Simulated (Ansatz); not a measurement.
`C[SiH2][SiH](F)F` + `C=N` → `C=N[SiH2]C` + `F[SiH2]F` at 500 K and 1 bar (cleavage of the Si–Si bond).

Computed with Ansatz on PBE0-D4/def2-TZVP structures; ΔE is electronic, products minus reactants. CCSD(T)/CBS adds triple-zeta CCSD(T) − MP2 to the extrapolated MP2 energy (def2 sets, frozen cores). This one scheme is used for every species. Each species was taken in one conformer, which may not be the lowest.

```csv
species,CCSD(T)/CBS energy (Eh),H − E (kJ/mol),S (J/(mol·K))
`C[SiH2][SiH](F)F`,-819.54558,232.7,444.0
`C=N`,-94.52360,124.2,249.5
`C=N[SiH2]C`,-424.09492,264.0,380.9
`F[SiH2]F`,-489.99391,85.3,295.3
```

H − E and S are ideal-gas, rigid-rotor, harmonic terms from PBE0-D4/def2-TZVP, for one conformer and one mirror image of each species. 1 Eh = 2625.50 kJ/mol, R = 8.31446 J/(mol·K).

Question: By hand: ΔE, ΔH, ΔS and ΔG.

Answer: ΔE = (-424.09492) + (-489.99391) − (-819.54558) − (-94.52360) = -0.01965 Eh = -51.6 kJ/mol. Δ(H − E) = 264.0 + 85.3 − 232.7 − 124.2 = -7.6, so ΔH = -59.2 kJ/mol. ΔS = 380.9 + 295.3 − 444.0 − 249.5 = -17.3 J/(mol·K). ΔG = -59.2 − 500 × (-17.3)/1000 = -50.6 kJ/mol.

Question: By hand: the equilibrium constant, and the temperature at which ΔG would vanish if ΔH and ΔS stayed fixed.

Answer: log₁₀ K = −ΔG/(RT ln 10) = 5.3. ΔG = 0 at ΔH/ΔS = 3422 K, far beyond where these terms or the molecules hold.

ΔH outweighs TΔS. A doubt of 5 kJ/mol in ΔE shifts log₁₀ K by 0.5 here. Other conformers and mirror images would add mixing entropy, several J/(mol·K) or more a flexible species. Modes under 60 cm⁻¹, often nearly free rotors, make the harmonic entropy too high. These are equilibria of isolated gas molecules and say nothing of rates. Largest T1 diagnostic: 0.012 (customary marks: 0.02 for closed shells, 0.045 for open ones).
